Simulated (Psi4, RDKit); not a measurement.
Conformational energy of SMILES Cl[Si](Cl)(Cl)[SiH2][Si](Cl)(Cl)Cl. Scanned: dihedral Cl1–Si2–Si5–Si6; all other coordinates were relaxed at B3LYP-D3(BJ)/def2-SVP. Heavy atoms are numbered in the order of the SMILES Cl[Si](Cl)(Cl)[SiH2][Si](Cl)(Cl)Cl, hydrogens after them in the order of the atoms that carry them; the mirror image has the same energies with the sign of each dihedral reversed.

- HF/cc-pVTZ // B3LYP-D3(BJ)/def2-SVP (Psi4)
- UFF // B3LYP-D3(BJ)/def2-SVP (RDKit)
- MP2/cc-pVTZ = DF-MP2 (frozen core)/cc-pVTZ // B3LYP-D3(BJ)/def2-SVP (Psi4)

Energies relative to the lowest point of each profile, in kJ/mol:

```json
[
 {"φ / °": "0", "HF/cc-pVTZ": "2.83", "UFF": "8.78"},
 {"φ / °": "10", "HF/cc-pVTZ": "2.82", "UFF": "8.20"},
 {"φ / °": "20", "HF/cc-pVTZ": "2.13", "UFF": "6.92"},
 {"φ / °": "30", "HF/cc-pVTZ": "1.12", "UFF": "5.30"},
 {"φ / °": "40", "HF/cc-pVTZ": "0.84", "UFF": "3.21"},
 {"φ / °": "50", "HF/cc-pVTZ": "0.07", "UFF": "1.84"},
 {"φ / °": "60", "HF/cc-pVTZ": "0.00", "UFF": "0.00"},
 {"φ / °": "70", "HF/cc-pVTZ": "0.31", "UFF": "1.99"},
 {"φ / °": "80", "HF/cc-pVTZ": "0.58", "UFF": "3.63"},
 {"φ / °": "90", "HF/cc-pVTZ": "0.82", "UFF": "5.34"},
 {"φ / °": "100", "HF/cc-pVTZ": "1.43", "UFF": "6.55"},
 {"φ / °": "110", "HF/cc-pVTZ": "2.57", "UFF": "8.07"}
]
```

Problem. What does MP2/cc-pVTZ give at the same points?

Solution. 0: 4.16; 10: 3.83; 20: 2.54; 30: 0.90; 40: 0.19; 50: 0.08; 60: 0.50; 70: 0.08; 80: 0.00; 90: 0.97; 100: 2.53; 110: 3.81 (kJ/mol).
